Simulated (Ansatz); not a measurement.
Input file for Ansatz (a first-principles code): R-PBE0/def2-TZVPPD on FH5Sn (a complex). Elements past Kr take the def2 small-core potentials; no spin–orbit coupling. Files ending in .json are basis or fitting sets from the Basis Set Exchange.

Ansatz 0.2 input:
```yaml
crystal:
  periodic: [false, false, false]
  atoms:
    - {symbol: Sn, position_ang: [0.14919305, 0.27148969, 0.13691022]}
    - {symbol: H, position_ang: [-1.49090734, 0.31754174, -0.32031598]}
    - {symbol: H, position_ang: [0.34529275, -0.96304735, 1.32508418]}
    - {symbol: H, position_ang: [1.13871927, -0.15042624, -1.18625680]}
    - {symbol: H, position_ang: [0.64312129, 1.75223943, 0.81846569]}
    - {symbol: F, position_ang: [-1.03147447, -0.69405524, 3.54408747]}
    - {symbol: H, position_ang: [-0.49638963, -0.90051665, 2.80899108]}
basis:
  gaussian:
    orbitals: def2-TZVPPD.json
hamiltonian:
  xc: {name: PBE0}
scf: {lower_state_search: off}
```

Output:

```
WARN ansatz: RAYON_NUM_THREADS=1 ignored (pool sized by the plan → 1); use --threads N
Functional definition: PBE0
these checks for a lower state are left out or cut short: stability, starts, cluster_reference, orbital_swaps, neighbouring_geometries, increment
integrals: 0.07 GiB planned
980 factors; their error is unknown
mean field: 0.71 GiB planned
mean field evaluation 1: about -8626.1403 eV, gradient 3.3e1 eV
mean field evaluation 2: about -8624.4505 eV, gradient 4.9e1 eV
mean field evaluation 4: about -8627.6884 eV, gradient 8.9e-1 eV
mean field evaluation 8: about -8627.7706 eV, gradient 6.9e-3 eV
mean field -8627.77060774 eV, -317.0647217213 hartree, gradient 4.3e-6 eV, S^2 0.000000; 0 other end points of the search recorded, 0 dependent functions left out
reference -8627.77065138 eV, -317.0647233252 hartree; 18, 18 occupied and 163, 163 virtual orbitals, 980 factors
Total energy: -8627.77065138 eV, -317.0647233252 hartree
Checks for a lower state left out: stability, starts, cluster_reference, orbital_swaps, neighbouring_geometries, increment
```

The calculation finished and met its thresholds.

Cost: about 2.5 core-seconds (a rough figure).
